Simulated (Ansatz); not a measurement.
C₂H₈OSi₂, SMILES `[SiH3][SiH]1COC1`, relaxed with RKS PBE0-D4/def2-TZVP in the Gaussian-basis code of Ansatz from a PBE-D4/def2-SVP geometry. The force threshold is 0.005 eV/Å; the program also tests the step.

The species carries charge 0 and has multiplicity 1.

Start:

```xyz
13

Si   -1.790    1.221    0.125
Si    0.214    0.148    0.732
C     0.384   -1.651    0.067
O     1.115   -1.157   -1.079
C     1.560    0.149   -0.646
H    -1.659    2.717    0.243
H    -2.104    0.873   -1.306
H    -2.932    0.767    0.996
H     0.600    0.460    2.158
H     1.006   -2.323    0.709
H    -0.515   -2.220   -0.253
H     1.509    0.880   -1.481
H     2.611    0.135   -0.265
```

Question: How much energy does the relaxation release, and in how many steps? (An estimate is asked.)

Answer: Computed: 1.28 kcal/mol, in 10 steps, 1 of them rejected.

Question: Which bonds change most? (Estimate.)

Answer: The calculation gave: Si2–C5 from 1.926 to 1.901 Å; Si2–C3 from 1.926 to 1.901 Å; C5–H13 from 1.118 to 1.097 Å; C3–H10 from 1.118 to 1.097 Å.

Question: Give the relaxed structure. (An estimate is asked.)

Answer: Ansatz gave: 
```xyz
13

Si   -1.792    1.222    0.127
Si    0.203    0.138    0.686
C     0.387   -1.651    0.071
O     1.212   -1.194   -1.017
C     1.565    0.150   -0.639
H    -1.642    2.697    0.262
H    -2.153    0.905   -1.281
H    -2.898    0.775    1.017
H     0.585    0.444    2.096
H     0.944   -2.320    0.740
H    -0.485   -2.187   -0.311
H     1.482    0.822   -1.497
H     2.591    0.199   -0.254
```
